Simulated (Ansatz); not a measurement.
Reaction (formal exchange of groups at a B–O bond): `COB(N)[SiH3]` + `BCC#C` → `BB(N)[SiH3]` + `C#CCOC`

Isolated molecules relaxed with PBE0-D4/def2-TZVP in Ansatz; ΔE leaves out vibrations. CCSD(T)/CBS adds triple-zeta CCSD(T) − MP2 to the extrapolated MP2 energy (def2 sets, frozen cores). DFT in def2-TZVPP. Each species was taken in one conformer, which may not be the lowest.

```csv
level,ΔE (kcal/mol)
PBE-D4,48.2
r2SCAN-D4,50.8
PBE,47.9
MP2/def2-QZVPP,54.0
```

What does CCSD(T)/CBS give? (An estimate is asked.)

Ansatz gave: +51.8 kcal/mol. The listed levels differ from it by -3.6, -1.0, -3.9, 2.2 kcal/mol.

Largest T1 diagnostic among the species: 0.014.

From PBE to PBE0 (25 % exact exchange), in def2-TZVPP and without D4, ΔE moves by +2.0 kcal/mol.
